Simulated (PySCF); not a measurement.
Level of theory: PBE-D3(BJ)/def2-TZVP // B3LYP-D3(BJ)/def2-SVP (PySCF). All species are isolated molecules in the gas phase. One relaxed conformer stands for a flexible species; it need not be the lowest. Excitations are Tamm–Dancoff values on a coarser integration grid. The basis has no diffuse functions, so Rydberg states are missing or too high.

Reference species (SMILES): `C=Cc1cc(B)c2c(scc2)c1` (neutral, multiplicity 1).

```yaml
HOMO–LUMO gap: 2.46 eV
S1–T1 gap (TDA): 0.74 eV
LUMO: -3.09 eV
HOMO: -5.55 eV
```

After one change: the HOMO–LUMO gap increases by 0.33 eV; the S1–T1 gap (TDA) falls by 0.14 eV; the LUMO goes up by 0.28 eV; the HOMO falls by 0.05 eV.

### Question
Name the change that produced these shifts. The new species is one of these.
A. `Bc1cc2cc(C=C)ccc2s1`
B. `Bc1c(C=C)ccc2sccc12`
C. `Bc1cc2cccc(C=C)c2s1`
D. `Bc1c(C=C)sc2ccccc12`

### Answer
B, `Bc1c(C=C)ccc2sccc12`
